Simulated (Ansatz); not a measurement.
Ideal-gas functions of CH$_{5}$BClN (`NCBCl`) at 800 K and 1 bar, from an Ansatz frequency run at PBE0-D4/def2-TZVP.

Molar mass 77.32 g/mol, point group C1 (symmetry number 1), electronic degeneracy 1, moments of inertia 37.49, 148.822, 182.467 u Å². Harmonic wavenumbers (cm⁻¹, unscaled): 141, 185, 253, 490, 577, 738, 796, 883, 912, 1093, 1166, 1181, 1242, 1377, 1449, 1659, 2654, 2883, 3020, 3546, 3631.

Use S(trans) = R[1.5 ln M + 2.5 ln T − 1.1517]; rotational temperatures θ = 24.2544 K / I; S(rot) = R[ln(√π/σ · √(T³/θAθBθC)) + 1.5]; for each mode x = 1.438777 ν̃/T, S = R[x/(eˣ − 1) − ln(1 − e⁻ˣ)] and H = RT x/(eˣ − 1); 1 cm⁻¹ = 0.0119627 kJ/mol; R = 8.31446 J/(mol·K).

Task: By hand: the entropy, in J/(mol·K).

Result: Translation 183.6. Rotation: θ = 0.647, 0.163, 0.1329 K, giving 118.3. Vibration, mode by mode: 19.74, 17.50, 14.93, 9.63, 8.37, 6.55, 6.01, 5.29, 5.07, 3.92, 3.53, 3.46, 3.17, 2.62, 2.36, 1.75, 0.41, 0.29, 0.24, 0.10, 0.09, in all 115.0. Electronic 0.0. Sum 416.9 J/(mol·K).

Task: By hand: H − E and G − E in kJ/mol, counted from the electronic energy.

Result: Zero-point energy ½ × 29876 × 0.0119627 = 178.7; thermal vibration 48.6; translation, rotation and pV give 4 RT = 26.6. H − E = 253.9 kJ/mol, and G − E = 253.9 − 800 × 416.9/1000 = -79.6 kJ/mol.

Vibration gives 28 % of the entropy, 19.7 J/(mol·K) of it from the mode under 150 cm⁻¹: soft modes count most, and the harmonic formula is weakest for them. The sum counts one conformer and one mirror image; others add a mixing term.
